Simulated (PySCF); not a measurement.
Cl3Sn⁻: a base run and its variants

Base input, run as `OMP_NUM_THREADS=1 python input.py` with PySCF 2.14:

```python
from pyscf import gto, dft

mol = gto.M(
    atom='Sn 0 0 -0.571; Cl 2.2358 0 0.645; Cl -1.1179 1.9362 0.645; Cl -1.1179 -1.9362 0.645',
    basis='lanl2dz',
    ecp={'Sn': 'lanl2dz', 'Cl': 'lanl2dz'},
    charge=-1,
    spin=0,
    verbose=4,
)
mf = dft.UKS(mol, xc='camb3lyp')
mf.kernel()
mf.mulliken_pop()
mf.dip_moment()
print('orbital energies (hartree):', [e[max(0, n-3):n+3].round(4) for e, n in zip(mf.mo_energy, mol.nelec)])
```

Base result: E(SCF) = -48.386310 Eh, 8 cycles. The basis has no diffuse functions, which an anion needs. The dipole of an ion depends on the origin. No search for the lowest solution was made.

Hardware: Arm Neoverse N1, 1 thread, shared host. Wall time 5.5 s, peak memory 0.21 GiB.

Each row names what differs from the base; energies in brackets are changes from the base.

```tsv
change	result	wall time (s)
integration grid: default → 0 [unsound on purpose]	E(SCF) = -48.386764 Eh (-0.0124 eV), 8 cycles	1.7
geometry: coordinates × 1 → coordinates × 1.5 [stretched restricted solution, likely unstable]	E(SCF) = -48.165065 Eh (+6.0204 eV), 11 cycles	6.5
geometry: coordinates × 1 → coordinates × 0.97	E(SCF) = -48.383828 Eh (+0.0675 eV), 8 cycles	5.4
step after the SCF: analyze → mp2; SCF type: UKS → UHF; functional: camb3lyp → none (Hartree–Fock); frozen orbitals: default → 0	E(SCF) = -47.620580 Eh, 8 cycles, E(MP2) − E(SCF) = -0.12340 Eh	1.5
geometry: coordinates × 1 → coordinates × 1.12	E(SCF) = -48.354496 Eh (+0.8657 eV), 9 cycles	5.7
spin (2S): 0 → 1 [unsound on purpose]	stops with RuntimeError (Electron number 26 and spin 1 are not consistent)	0.98
functional: camb3lyp → tpss	E(SCF) = -48.463600 Eh, 8 cycles	7.7
functional: camb3lyp → pw6b95	E(SCF) = -48.441709 Eh, 8 cycles	7
second-order solver: off → on	E(SCF) = -48.386310 Eh (+0.0000 eV), 3 cycles	10
functional: camb3lyp → revtpss	E(SCF) = -48.401948 Eh, 9 cycles	8.3
functional: camb3lyp → 0.5*hf+0.5*b88,lyp	E(SCF) = -48.314910 Eh, 8 cycles	4.6
```

Problem. Order these changes by how far they move the SCF energy from the base, largest first: (1) geometry: coordinates × 1 → coordinates × 0.97; (2) geometry: coordinates × 1 → coordinates × 1.12; (3) geometry: coordinates × 1 → coordinates × 1.5.

Solution. (3) +6.0204 eV, (2) +0.8657 eV, (1) +0.0675 eV.
